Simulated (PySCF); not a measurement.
`C[C@@H](F)C[C@H](F)C#N`, C$_{5}$H$_{7}$F$_{2}$N

Geometry:
| atom | x (Å) | y (Å) | z (Å) |
| --- | --- | --- | --- |
| C1 | -2.093 | -0.476 | 0.557 |
| C2 | -0.962 | 0.379 | 0.011 |
| F3 | -0.872 | 1.538 | 0.766 |
| C4 | 0.390 | -0.331 | 0.076 |
| C5 | 1.489 | 0.511 | -0.580 |
| F6 | 1.270 | 0.576 | -1.942 |
| C7 | 2.798 | -0.067 | -0.326 |
| N8 | 3.818 | -0.535 | -0.114 |
| H9 | -2.226 | -1.357 | -0.065 |
| H10 | -1.868 | -0.786 | 1.575 |
| H11 | -3.017 | 0.096 | 0.563 |
| H12 | -1.176 | 0.710 | -1.014 |
| H13 | 0.657 | -0.507 | 1.120 |
| H14 | 0.319 | -1.289 | -0.442 |
| H15 | 1.470 | 1.546 | -0.207 |

Level of theory: TDDFT wB97X-D/def2-SVPD circular dichroism and optical rotation, one conformer, gas phase (PySCF). Geometry: GFN2-xTB.

The molecule is flexible and this is one conformer; a measurement averages over conformers.

Q: Draw the ECD and absorption spectra from the lowest 8 states, each a Gaussian of half-width 0.35 eV at 1/e height.

A: 
| E (eV) | λ (nm) | Δε (L mol⁻¹ cm⁻¹) | ε (L mol⁻¹ cm⁻¹) |
| --- | --- | --- | --- |
| 6.88 | 180 | -0.21 | 5.23 |
| 6.98 | 178 | -0.43 | 10.9 |
| 7.08 | 175 | -0.77 | 19.3 |
| 7.18 | 173 | -1.15 | 29.2 |
| 7.28 | 170 | -1.47 | 37.6 |
| 7.38 | 168 | -1.60 | 42.1 |
| 7.48 | 166 | -1.47 | 42.7 |
| 7.58 | 164 | -1.15 | 43.5 |
| 7.68 | 161 | -0.77 | 51.3 |
| 7.78 | 159 | -0.44 | 71.4 |
| 7.88 | 157 | -0.23 | 103 |
| 7.98 | 155 | -0.16 | 141 |
| 8.08 | 153 | -0.24 | 175 |
| 8.18 | 152 | -0.49 | 205 |
| 8.28 | 150 | -0.97 | 241 |
| 8.38 | 148 | -1.66 | 297 |
| 8.48 | 146 | -2.49 | 376 |
| 8.58 | 145 | -3.15 | 463 |
| 8.68 | 143 | -3.28 | 528 |
| 8.78 | 141 | -2.62 | 552 |
| 8.88 | 140 | -1.23 | 551 |
| 8.98 | 138 | +0.46 | 580 |
| 9.08 | 137 | +1.94 | 715 |
| 9.18 | 135 | +2.98 | 1020 |
| 9.28 | 134 | +3.76 | 1480 |
| 9.38 | 132 | +4.55 | 2000 |

Δε uses R in velocity form, ε uses f in length form. Only the states computed contribute, so the short-wavelength end is incomplete.
